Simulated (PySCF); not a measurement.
(E)-2-chloro-1,3,3-trifluoroprop-1-ene (C3H2ClF3), SMILES F/C=C(/Cl)C(F)F.

Geometry optimised at B3LYP-D3(BJ)/def2-SVP. The values are those of a single conformer.

These are TDA-B3LYP/def2-SVPD (PySCF) values and carry that method's errors.

Vertical excitations. 

**Question.** List the lowest excited states. (Estimate from the structure and the level; the computed values follow.)

**Answer.** 
```json
[
 {"state": "S1", "energy (eV)": "5.90", "λ (nm)": "210", "f": "0.001", "main pairs": "HOMO→LUMO+1 98 %"},
 {"state": "S2", "energy (eV)": "6.66", "λ (nm)": "186", "f": "0.268", "main pairs": "HOMO→LUMO 83 %"},
 {"state": "S3", "energy (eV)": "6.94", "λ (nm)": "179", "f": "0.001", "main pairs": "HOMO−1→LUMO 99 %"},
 {"state": "S4", "energy (eV)": "7.24", "λ (nm)": "171", "f": "0.005", "main pairs": "HOMO→LUMO+2 96 %"},
 {"state": "S5", "energy (eV)": "7.64", "λ (nm)": "162", "f": "0.001", "main pairs": "HOMO−1→LUMO+1 96 %"},
 {"state": "S6", "energy (eV)": "7.75", "λ (nm)": "160", "f": "0.007", "main pairs": "HOMO−2→LUMO 90 %"},
 {"state": "S7", "energy (eV)": "7.83", "λ (nm)": "158", "f": "0.006", "main pairs": "HOMO→LUMO+3 95 %"},
 {"state": "S8", "energy (eV)": "8.09", "λ (nm)": "153", "f": "0.014", "main pairs": "HOMO→LUMO+4 91 %"},
 {"state": "S9", "energy (eV)": "8.44", "λ (nm)": "147", "f": "0.020", "main pairs": "HOMO→LUMO+5 83 %"},
 {"state": "S10", "energy (eV)": "8.55", "λ (nm)": "145", "f": "0.031", "main pairs": "HOMO−2→LUMO+1 86 %"},
 {"state": "T1", "energy (eV)": "3.96", "λ (nm)": "313", "f": "0", "main pairs": "HOMO→LUMO 94 %"},
 {"state": "T2", "energy (eV)": "5.39", "λ (nm)": "230", "f": "0", "main pairs": "HOMO→LUMO+1 96 %"},
 {"state": "T3", "energy (eV)": "6.75", "λ (nm)": "184", "f": "0", "main pairs": "HOMO−1→LUMO 95 %"},
 {"state": "T4", "energy (eV)": "6.93", "λ (nm)": "179", "f": "0", "main pairs": "HOMO−1→LUMO+1 90 %"}
]
```
Triplets are in the Tamm–Dancoff approximation.
